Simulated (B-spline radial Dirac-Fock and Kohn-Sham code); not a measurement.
Model: Dirac-Fock ΔSCF + Breit + QED. Program: a radial atomic solver. Electron correlation is not included.

Question: Identify the element and charge state from the binding energies below (tabulated ground configuration; the least bound level is included).

```
level  binding energy (eV)
    K              81185.6
   L1              16610.8
   L2              16011.3
   L3              14292.1
   M3               5208.0
   M4               4794.8
   M5               4708.6
```

Answer: Pt⁵⁰⁺: Z = 78 with 28 electrons, [Ar] 3d10. The hydrogen-like estimate √(E/Ry) = 77.2 for the K level lies 0.8 below Z (screening lowers it, relativity raises it); the outermost level, at 4708.6 eV, fixes the charge.

Question: Identify the element and charge state from the binding energies below (tabulated ground configuration; the least bound level is included).

| level | binding energy (eV) |
| --- | --- |
| L2 | 6275.2 |
| L3 | 5866.9 |
| M1 | 1737.1 |
| M4 | 1220.0 |
| N2 | 550.4 |
| N3 | 530.8 |
| N4,5 | 429.1 |

Answer: La¹⁶⁺: Z = 57 with 41 electrons, [Kr] 4d5.

Values without a named source are computed, but for edge energies of neutral atoms, which are taken from tables.
